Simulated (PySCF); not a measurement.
## Working out the ionisation energy of Al²⁺

Al²⁺ [Ne] 3s1 (2S) → Al³⁺ [Ne] (1S). Calculation: PySCF 2.14, in def2-QZVPPD; the non-relativistic Hamiltonian (point nucleus). Frozen: 1s2. Energies in hartree (1 hartree = 27.21139 eV):

```json
{"part": "UHF", "Al²⁺ (lower)": "-241.030680", "Al³⁺ (upper)": "-240.000223"}
{"part": "CCSD correlation", "Al²⁺ (lower)": "-0.165076", "Al³⁺ (upper)": "-0.154011"}
{"part": "(T)", "Al²⁺ (lower)": "-0.001210", "Al³⁺ (upper)": "-0.000984"}
```

Question: What does Hartree-Fock give?

Answer: (-240.000223) − (-241.030680) = 1.030457 hartree = 28.040 eV.

Question: What do CCSD and CCSD(T) give?

Answer: The CCSD correlation energies differ by 0.011065 hartree = 0.301 eV and the triples by 0.000226 hartree = 0.006 eV, so CCSD gives 28.341 eV and CCSD(T) 28.347 eV.

Measured between the centres of the two terms (NIST): 28.448 eV, so CCSD(T) (valence and next inner shell) is off by -0.101 eV.

What remains against the reference includes basis incompleteness, the frozen core and higher excitations.
